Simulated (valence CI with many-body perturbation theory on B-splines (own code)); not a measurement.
## Level structure of In³⁵⁺

Method: configuration interaction combined with many-body perturbation theory (CI+MBPT): four valence electrons over a frozen Dirac-Fock core [Ne], radial functions for each j: 11 s, 11 p, 10 d, 8 f, 5 g, 2 h, with the one-electron correlation potential Σ1 (screened to all orders), the two-electron term Σ2, the three-electron term Σ3, Breit, model QED; selected single and double excitations, second order for the rest, scaled by the run's own slope (own B-spline code, finite nucleus).

The last digits are not significant, and no measured levels were compared; by estimate large intervals hold to a few tenths of a per cent, small ones and those within an open d or f shell to about a per cent. Among the levels kept, up to 690 cm⁻¹ of a level comes from second order outside the variational space, and about a tenth of that is noise between levels of different J, which matters for small intervals.

Levels 91 to 135 of 174, with energies above the lowest level, (3s^2 3p1/2^2) J=0. "Leading %" is the weight of the configuration and term that name the level; weights of strongly mixed levels are sums over their largest components and can fall short. In the jj column 3d3/2^4 stands for four electrons in 3d with j = 3/2. Lifetimes count E1, E2, E3, M1 and M2 decay at the calculated energies, and are blank where another channel may lead or the interval is too uncertain; long ones can be off by a factor of two.

| No. | Configuration | Term | J | E (eV) | Leading % | Lifetime | g | Leading jj |
| --- | --- | --- | --- | --- | --- | --- | --- | --- |
| 91 | 3s2.3d2 | 1G | 4 | 413.79 | 54 | 3.72 ps | 1.047 | 3s^2 3d3/2 3d5/2 (30 %) |
| 92 | 3p3.3d | 3F° | 2 | 416.11 | 24 | 14.2 ps | 0.944 | 3p1/2^2 3p3/2 3d3/2 (76 %) |
| 93 | 3s.3p2.3d | 1F | 3 | 417.77 | 49 | 2.37 ps | 1.124 | 3s 3p3/2^2 3d5/2 (62 %) |
| 94 | 3s.3p2.3d | 3P | 1 | 421.88 | 46 | 2.21 ps | 1.217 | 3s 3p3/2^2 3d5/2 (77 %) |
| 95 | 3p3.3d | 3P° | 0 | 422.04 | 43 | 10.1 ps |  | 3p1/2^2 3p3/2 3d3/2 (83 %) |
| 96 | 3p3.3d | 3F° | 3 | 422.50 | 28 | 8.67 ps | 1.155 | 3p1/2^2 3p3/2 3d3/2 (71 %) |
| 97 | 3s2.3d2 | 1D | 2 | 422.67 | 23 | 2.32 ps | 1.198 | 3s^2 3d5/2^2 (42 %) |
| 98 | 3p3.3d | 5D° | 1 | 424.97 | 33 | 6.98 ps | 1.176 | 3p1/2^2 3p3/2 3d3/2 (85 %) |
| 99 | 3s2.3d2 | 1S | 0 | 426.22 | 48 | 2.32 ps |  | 3s^2 3d5/2^2 (56 %) |
| 100 | 3s.3p2.3d | 1D | 2 | 431.54 | 56 | 1.97 ps | 1.071 | 3s 3p3/2^2 3d5/2 (74 %) |
| 101 | 3p3.3d | 3F° | 4 | 433.81 | 37 | 8.55 ps | 1.268 | 3p1/2^2 3p3/2 3d5/2 (88 %) |
| 102 | 3s.3p.3d2 | 5G° | 2 | 435.48 | 53 | 13.5 ps | 0.663 | 3s 3p1/2 3d3/2^2 (64 %) |
| 103 | 3p3.3d | 5D° | 2 | 436.06 | 23 | 7.64 ps | 1.101 | 3p1/2^2 3p3/2 3d5/2 (52 %) |
| 104 | 3s.3p.3d2 | 5G° | 3 | 440.70 | 42 | 14.1 ps | 0.996 | 3s 3p1/2 3d3/2^2 (37 %) |
| 105 | 3s2.3d2 | 1S | 0 | 443.07 | 25 | 1.62 ps |  | 3p3/2^4 (32 %) |
| 106 | 3p3.3d | 3G° | 3 | 443.52 | 19 | 9.26 ps | 1.030 | 3p1/2^2 3p3/2 3d5/2 (40 %) |
| 107 | 3p3.3d | 3D° | 1 | 450.84 | 21 | 8.23 ps | 1.062 | 3p1/2^2 3p3/2 3d5/2 (56 %) |
| 108 | 3s.3p.3d2 | 5G° | 3 | 451.91 | 22 | 13.5 ps | 1.147 | 3s 3p1/2 3d3/2 3d5/2 (61 %) |
| 109 | 3p3.3d | 5D° | 2 | 452.71 | 17 | 10.7 ps | 1.042 | 3s 3p1/2 3d3/2 3d5/2 (52 %) |
| 110 | 3s.3p.3d2 | 5G° | 4 | 452.76 | 64 | 16.7 ps | 1.167 | 3s 3p1/2 3d3/2 3d5/2 (80 %) |
| 111 | 3p3.3d | 5D° | 0 | 453.67 | 36 | 4.93 ps |  | 3p1/2 3p3/2^2 3d3/2 (45 %) |
| 112 | 3p3.3d | 3D° | 1 | 455.46 | 29 | 7.29 ps | 0.717 | 3p1/2 3p3/2^2 3d3/2 (36 %) |
| 113 | 3s.3p.3d2 | 5D° | 0 | 457.24 | 66 | 7.91 ps |  | 3s 3p1/2 3d3/2 3d5/2 (41 %) |
| 114 | 3s.3p.3d2 | 5D° | 1 | 458.81 | 33 | 4.33 ps | 0.958 | 3s 3p1/2 3d3/2^2 (40 %) |
| 115 | 3p3.3d | 3F° | 4 | 460.17 | 18 | 12.6 ps | 1.127 | 3s 3p1/2 3d3/2 3d5/2 (38 %) |
| 116 | 3s.3p.3d2 | 5F° | 2 | 460.31 | 27 | 3.76 ps | 1.150 | 3s 3p1/2 3d3/2 3d5/2 (34 %) |
| 117 | 3s.3p.3d2 | 5D° | 1 | 460.89 | 40 | 3.39 ps | 0.912 | 3s 3p1/2 3d3/2^2 (61 %) |
| 118 | 3s.3p.3d2 | 5P° | 1 | 461.60 | 51 | 6.01 ps | 2.109 | 3s 3p1/2 3d3/2 3d5/2 (54 %) |
| 119 | 3p3.3d | 5D° | 3 | 461.73 | 20 | 6.34 ps | 1.233 | 3s 3p1/2 3d3/2 3d5/2 (48 %) |
| 120 | 3s.3p.3d2 | 3G° | 5 | 462.21 | 37 | 14.3 ps | 1.223 | 3s 3p1/2 3d3/2 3d5/2 (62 %) |
| 121 | 3s.3p.3d2 | 5D° | 2 | 463.55 | 34 | 4.15 ps | 1.431 | 3s 3p1/2 3d3/2 3d5/2 (50 %) |
| 122 | 3p3.3d | 3F° | 4 | 468.22 | 24 | 10.0 ps | 1.218 | 3p1/2 3p3/2^2 3d5/2 (42 %) |
| 123 | 3p3.3d | 3D° | 3 | 469.07 | 26 | 5.85 ps | 1.339 | 3p1/2 3p3/2^2 3d5/2 (47 %) |
| 124 | 3p3.3d | 3F° | 2 | 471.67 | 34 | 6.18 ps | 0.940 | 3p1/2 3p3/2^2 3d3/2 (46 %) |
| 125 | 3s.3p.3d2 | 5D° | 4 | 471.83 | 42 | 4.90 ps | 1.347 | 3s 3p1/2 3d3/2 3d5/2 (42 %) |
| 126 | 3s.3p.3d2 | 5D° | 3 | 473.23 | 35 | 3.52 ps | 1.368 | 3s 3p1/2 3d3/2 3d5/2 (72 %) |
| 127 | 3p3.3d | 3G° | 5 | 474.02 | 33 | 14.9 ps | 1.215 | 3s 3p1/2 3d5/2^2 (43 %) |
| 128 | 3p3.3d | 3P° | 2 | 475.20 | 20 | 3.63 ps | 1.247 | 3s 3p1/2 3d3/2 3d5/2 (39 %) |
| 129 | 3p3.3d | 1P° | 1 | 475.73 | 20 | 3.26 ps | 1.343 | 3p1/2 3p3/2^2 3d3/2 (38 %) |
| 130 | 3p3.3d | 1G° | 4 | 476.51 | 37 | 6.37 ps | 1.152 | 3p1/2 3p3/2^2 3d5/2 (58 %) |
| 131 | 3s.3p.3d2 | 3G° | 3 | 476.84 | 34 | 5.30 ps | 0.978 | 3s 3p1/2 3d3/2 3d5/2 (32 %) |
| 132 | 3s.3p.3d2 | 5P° | 2 | 478.01 | 30 | 4.51 ps | 1.455 | 3s 3p1/2 3d5/2^2 (40 %) |
| 133 | 3s.3p.3d2 | 3F° | 2 | 478.82 | 25 | 4.31 ps | 1.228 | 3s 3p1/2 3d3/2 3d5/2 (34 %) |
| 134 | 3p3.3d | 3P° | 0 | 480.28 | 37 | 7.14 ps |  | 3p1/2 3p3/2^2 3d5/2 (50 %) |
| 135 | 3s.3p.3d2 | 3H° | 4 | 480.71 | 49 | 6.57 ps | 0.912 | 3s 3p1/2 3d3/2 3d5/2 (46 %) |

Where two levels of one J and parity lie close, their mixing, g and order are uncertain.
